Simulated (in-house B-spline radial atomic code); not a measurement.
A fraction x of an electron is removed from 5p in Pr⁵⁺, starting from [Kr] 4d10 5s2 5p6 and keeping the highest spin. Computed with a radial B-spline atomic code at the basis-set limit: scalar-relativistic (X2C) r2SCAN0, spin-polarised, spherical fractional occupations, Fermi nucleus of rms radius 4.8919 fm.

Caution: exact exchange at fractional occupations of open shells leaves self-interaction of up to several eV.

```json
{"x": "0", "E(x) - E(0) (eV)": "0.0000", "5p down level (eV)": "-79.152"}
{"x": "0.1", "E(x) - E(0) (eV)": "7.9756", "5p down level (eV)": "-80.361"}
{"x": "0.23", "E(x) - E(0) (eV)": "18.5248", "5p down level (eV)": "-81.935"}
{"x": "0.3", "E(x) - E(0) (eV)": "24.2900", "5p down level (eV)": "-82.784"}
{"x": "0.38", "E(x) - E(0) (eV)": "30.9516", "5p down level (eV)": "-83.755"}
{"x": "0.5", "E(x) - E(0) (eV)": "41.0897", "5p down level (eV)": "-85.214"}
{"x": "0.52", "E(x) - E(0) (eV)": "?", "5p down level (eV)": "?"}
{"x": "0.69", "E(x) - E(0) (eV)": "?", "5p down level (eV)": "?"}
{"x": "0.75", "E(x) - E(0) (eV)": "62.7736", "5p down level (eV)": "-88.259"}
{"x": "0.92", "E(x) - E(0) (eV)": "77.9538", "5p down level (eV)": "-90.332"}
{"x": "1", "E(x) - E(0) (eV)": "85.2195", "5p down level (eV)": "-91.309"}
```

**Question.** What belongs in the row x = 0.52?

**Answer.** An energy change of 42.7964 eV; 5p down at -85.457 eV.

**Question.** What belongs in the row x = 0.69?

**Answer.** An energy change of 57.5001 eV; 5p down at -87.527 eV.

**Question.** Check Janak's theorem between x = 0.1 and 0.23.

**Answer.** The slope of the energy is 81.15 eV; the orbital levels give 81.15 eV (-ε of the emptying orbital, averaged over the two points).
